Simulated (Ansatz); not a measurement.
Ansatz (an electronic-structure program) input (CCSD(T)/cc-pVTZ):

Ansatz 0.2 input:
```yaml
crystal:
  periodic: [false, false, false]
  atoms:
    - {symbol: C, position_ang: [1.96980224, -0.23372277, 0.06472210]}
    - {symbol: Ge, position_ang: [0.08641365, 0.12558547, 0.11976467]}
    - {symbol: O, position_ang: [-0.71379875, -1.26554231, -1.11623415]}
    - {symbol: O, position_ang: [-0.45799524, 1.52810602, -0.74710800]}
    - {symbol: O, position_ang: [-0.98626021, -0.30509347, 1.42782877]}
    - {symbol: H, position_ang: [2.32813127, -0.02882381, -0.94318601]}
    - {symbol: H, position_ang: [2.47155159, 0.42927592, 0.76894854]}
    - {symbol: H, position_ang: [2.15360493, -1.27268786, 0.33068137]}
    - {symbol: H, position_ang: [-1.42306238, -1.80249233, -0.72427934]}
    - {symbol: H, position_ang: [-1.27571292, 1.93947044, -0.43553513]}
    - {symbol: H, position_ang: [-0.59651159, -0.55526528, 2.27506857]}
    - {symbol: H, position_ang: [-0.97761757, -0.98563725, -2.00839327]}
basis:
  gaussian:
    orbitals: cc-pVTZ
total_charge: 1
magnetization: {spin_polarized: false}
correlation: {method: ccsd_t, electrons: outside_noble_gas}
```

End of the output:

```
integrals: 1.77 GiB planned
1539 factors; integrals over basis functions are off by at most 1.1e-3 eV
mean field: 1.53 GiB planned
mean field evaluation 1: about -63717.2214 eV, gradient 7.4e1 eV
mean field evaluation 2: about -63717.3638 eV, gradient 7.4e1 eV
mean field evaluation 4: about -63726.2879 eV, gradient 4.3e0 eV
mean field evaluation 8: about -63726.3572 eV, gradient 4.1e-1 eV
mean field evaluation 16: about -63717.2220 eV, gradient 7.4e1 eV
mean field -63726.35755656 eV, -2341.9004449271 hartree, gradient 1.1e-6 eV, S^2 0.000000; 0 other end points of the search recorded, 0 dependent functions left out
18 core orbitals not correlated
reference -63726.35755656 eV, -2341.9004449271 hartree; 16, 16 occupied and 227, 227 virtual orbitals, 1539 factors
second order -27.80155145 eV of doubles, -0.00000000 eV of singles
coupled cluster: 5.75 GiB planned
cycle   1  -27.73515383 eV  change    6.6e-2 eV  update   1.0e-1
cycle   2  -28.31887658 eV  change   -5.8e-1 eV  update   3.0e-2
cycle   3  -28.46218534 eV  change   -1.4e-1 eV  update   1.6e-2
cycle   4  -28.44696212 eV  change    1.5e-2 eV  update   3.6e-3
cycle   5  -28.44592574 eV  change    1.0e-3 eV  update   1.7e-3
cycle   6  -28.44690456 eV  change   -9.8e-4 eV  update   5.2e-4
cycle   7  -28.44653708 eV  change    3.7e-4 eV  update   1.9e-4
cycle   8  -28.44645838 eV  change    7.9e-5 eV  update   5.0e-5
cycle   9  -28.44647310 eV  change   -1.5e-5 eV  update   1.8e-5
perturbative correction -1.01876136 eV, -0.0374387896 hartree
Total energy: -63755.82279103 eV, -2342.9832723214 hartree
```

It need not be the lowest isomer of its formula.
